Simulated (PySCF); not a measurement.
These are ωB97X-D3(BJ)/def2-TZVP // PBE0-D3(BJ)/def2-TZVP in PySCF 2.14.0 values and carry that method's errors. All species are isolated molecules in the gas phase. Excitations are Tamm–Dancoff values on a coarser integration grid. The basis has no diffuse functions, so Rydberg states are missing or too high.

Reference species (SMILES): `C#C/C=C1\CO1` (neutral, multiplicity 1).

- HOMO–LUMO gap: 10.57 eV
- S1 oscillator strength: 0.000
- brightest of the four lowest singlets (TDA): 6.05 eV
- HOMO: -8.85 eV

After one change: the HOMO–LUMO gap is nearly the same; the S1 oscillator strength is nearly the same; the brightest of the four lowest singlets (TDA) stays essentially unchanged; the HOMO stays essentially unchanged.

Problem. Which change was made? The new species is one of these.
(A) `O=C=C1C=CC1`
(B) `C#C/C=C1/CO1`
(C) `C#CC(=C)C=O`
(D) `c1occ2c1C2`

Solution. B, `C#C/C=C1/CO1`
